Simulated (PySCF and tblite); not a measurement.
C6H9NO, numbered as in [N:1]#[C:2][C@H:3]1[CH2:4][CH2:5][CH2:6][CH2:7][O:8]1. Search: ETKDG and KDG, MMFF94s, GFN2-xTB, 90 starts; geometries at PBE0-D3(BJ)/def2-SVP. Free energies are PBE0-D3(BJ)/def2-TZVP single points with GFN2-xTB rigid-rotor and vibrational terms (modes under about 100 cm⁻¹ blended into free rotors). Symmetry numbers and mirror images are counted. Conformers within 4 kcal/mol (GFN2-xTB free energy) were kept, 7 at most. GIAO shieldings: PBE0/pcSseg-1. Shifts are against TMS (¹H), TMS (¹³C), NH3 (¹⁵N) at the same level. (PySCF 2.14, tblite 0.8.)

The 6-ring runs over atoms 3–4–5–6–7–8.

| conformer | shape | point group | mirror pair | ΔE(DFT) | Δ(G−E) at 250 K | δ H3 (ppm) |
| --- | --- | --- | --- | --- | --- | --- |
| 1 | 6-ring chair (C2 axial) | C1 | no | 0.00 | 0.00 | 4.36 |
| 2 | 6-ring chair (all substituents equatorial) | C1 | no | 1.25 | -0.15 | 3.65 |

Energies in kcal/mol; the thermal term leaves out symmetry numbers and mirror images.

**Question.** Work out the weights at 250 K and the ¹H shift of H3 under fast exchange.

**Answer.** RT = 0.497 kcal/mol. Each conformer gets RT ln(σ/g), with σ the rotational symmetry number and g = 2 for a mirror pair: 1: σ = 1, g = 1, G = 0.00 + 0.00 + 0.00 = 0.00, 0.00 above the lowest, exp(−ΔG/RT) = 1.000; 2: σ = 1, g = 1, G = 1.25 − 0.15 + 0.00 = 1.09, 1.09 above the lowest, exp(−ΔG/RT) = 0.111. The sum is 1.111, so the weights are 90.0, 10.0 %. The averaged shift is 4.29 ppm. At 298.15 K it is 4.26 ppm. At 298.15 K the leading conformer alone gives 4.36 ppm and bare DFT energies give 4.28 ppm.


¹⁵N shifts are against a computed isolated NH3 molecule, about 20 ppm from the liquid.